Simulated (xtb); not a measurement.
C₉H₆N₄, SMILES C1=CC2=CC=CC3=NC=NC(N32)=N1. All values are semi-empirical tight-binding results from xtb (GFN2-xTB unless named), good for trends rather than for accurate numbers. Geometry optimised at GFN2-xTB.

Optimised geometry:

Bonded distances (Å): C1–C2 1.380, C1–C12 1.382, C1–H14 1.079, C2–C3 1.397, C2–H15 1.076, C3–N4 1.338, C3–N13 1.381, N4–C5 1.314, C5–N6 1.314, C5–H16 1.082, N6–C7 1.331, C7–N8 1.308, C7–N13 1.412, N8–C9 1.335, C9–C10 1.366, C9–H17 1.081, C10–C11 1.417, C10–H18 1.076, C11–C12 1.397, C11–N13 1.369, C12–H19 1.077. Bond angles (°): C2–C1–C12 120.1, C2–C1–H14 119.9, C12–C1–H14 120.0, C1–C2–C3 120.1, C1–C2–H15 122.6, C3–C2–H15 117.3, C2–C3–N4 120.5, C2–C3–N13 118.9, N4–C3–N13 120.7, C3–N4–C5 117.0, N4–C5–N6 127.0, N4–C5–H16 116.5, N6–C5–H16 116.5, C5–N6–C7 117.9, N6–C7–N8 119.3, N6–C7–N13 119.3, N8–C7–N13 121.4, C7–N8–C9 119.2, N8–C9–C10 123.4, N8–C9–H17 114.8, C10–C9–H17 121.8, C9–C10–C11 118.6, C9–C10–H18 122.5, C11–C10–H18 118.9, C10–C11–C12 123.8, C10–C11–N13 117.1, C12–C11–N13 119.1, C1–C12–C11 120.1, C1–C12–H19 121.5, C11–C12–H19 118.4, C3–N13–C7 118.1, C3–N13–C11 121.7, C7–N13–C11 120.2.
Charge 0, spin multiplicity 1.

Computed properties:
```json
{
 "point_group_as_xtb_finds_it": "Cs",
 "orbital_gap": "1.89 eV",
 "dipole_moment": "5.00 D",
 "zero_point_energy": "84.9 kcal/mol",
 "G − E(el) at 298.15 K (modified RRHO)": "63.6 kcal/mol",
 "static polarisability (D4 model)": "120.9 bohr³",
 "solvation energy, GFN2-xTB/ALPB(water)": "-8.4 kcal/mol",
 "solvation energy, GFN2-xTB/ALPB(benzene)": "-10.2 kcal/mol"
}
```

Task: Give the IR lines (harmonic; lines under 4 % of the strongest left out, lines within 3 cm⁻¹ merged). (Estimate from the structure and the level; the computed values follow.)

Result: ν (cm⁻¹): 759 (w), 807 (w), 855 (w), 1123 (w), 1334 (w), 1373 (w), 1460 (w), 1487 (w), 1566 (m), 1587 (vs), 1595 (vs) (against the strongest line: vs over 80 %, s over 45 %, m over 15 %, w over 4 %, vw less)

Computed atomic charges and the Wiberg bond orders between heavy atoms:
charges (e) C1 -0.01, C2 -0.07, C3 0.16, N4 -0.29, C5 0.17, N6 -0.28, C7 0.25, N8 -0.26, C9 0.07, C10 -0.08, C11 0.08, C12 -0.07, N13 -0.01, H14 0.05, H15 0.07, H16 0.06, H17 0.06, H18 0.05, H19 0.05. Bond orders C1–C2 1.44, C2–C3 1.32, C3–N4 1.29, N4–C5 1.43, C5–N6 1.43, N6–C7 1.30, C7–N8 1.41, N8–C9 1.33, C9–C10 1.53, C10–C11 1.24, C1–C12 1.43, C11–C12 1.33, C3–N13 1.15, C7–N13 1.07, C11–N13 1.19.
